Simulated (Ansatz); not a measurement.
The pair A = CH3F (SMILES CF) (first 5 atoms), B = GeH4 (SMILES [GeH4]); geometry from B3LYP-D3(BJ)/def2-TZVP.
(charge 0, multiplicity 1):
```
atom    x (Å)    y (Å)    z (Å)
----  -------  -------  -------
C     -0.4328  -0.0378  -0.1556
F      0.7652  -0.1711   0.5400
H     -1.0189   0.7562   0.3078
H     -0.2067   0.2142  -1.1919
H     -0.9733  -0.9831  -0.1045
Ge    -0.0593  -0.1959   3.6825
H     -0.3599   1.1764   3.0623
H      1.4440  -0.4874   3.6182
H     -0.8412  -1.2811   2.9277
H     -0.5163  -0.1876   5.1521
```

Correlated levels freeze the cores. Filled d and f shells under p-block atoms count as core. MP2 and its Hartree–Fock in aug-cc-pVTZ are density fitted.

Run with Ansatz (an electronic-structure program). Each number belongs to the level named beside it.

The counterpoise-corrected interaction energy is E(AB) − E(A in the pair's basis) − E(B in the pair's basis). Total energies (hartree):

| level | AB | A in the pair's basis | B in the pair's basis |
|---|---|---|---|
| HF/aug-cc-pVDZ | -2216.7014807 | -139.0576509 | -2077.6442113 |
| MP2/aug-cc-pVDZ | -2217.1817360 | -139.4175385 | -2077.7623755 |
| HF/aug-cc-pVTZ | -2216.8148913 | -139.0971655 | -2077.7181459 |
| MP2/aug-cc-pVTZ | -2217.4032681 | -139.5416951 | -2077.8594183 |
| CCSD(T)/aug-cc-pVDZ | -2217.2451163 | -139.4473423 | -2077.7958779 |

Work out the counterpoise-corrected interaction energy at the basis-set limit: extrapolate the MP2 correlation part as X⁻³, take Hartree–Fock from the larger set, and add the CCSD(T) − MP2 difference of aug-cc-pVDZ.


1. Differences (1 hartree = 627.509 kcal/mol): HF/aug-cc-pVDZ 0.239; MP2/aug-cc-pVDZ -1.143; HF/aug-cc-pVTZ 0.264; MP2/aug-cc-pVTZ -1.352; CCSD(T)/aug-cc-pVDZ -1.190.
2. Correlation parts, MP2 less HF: -1.383 in aug-cc-pVDZ (X = 2), -1.616 in aug-cc-pVTZ (X = 3).
3. Limit (3³·(-1.616) − 2³·(-1.383))/(3³ − 2³) = -1.714; with HF/aug-cc-pVTZ it gives -1.450.
4. CCSD(T) less MP2 in aug-cc-pVDZ: -0.047.
Result: -1.50 kcal/mol, against -1.14 at MP2/aug-cc-pVDZ. It is an estimate of this method's limit, not of the exact value.
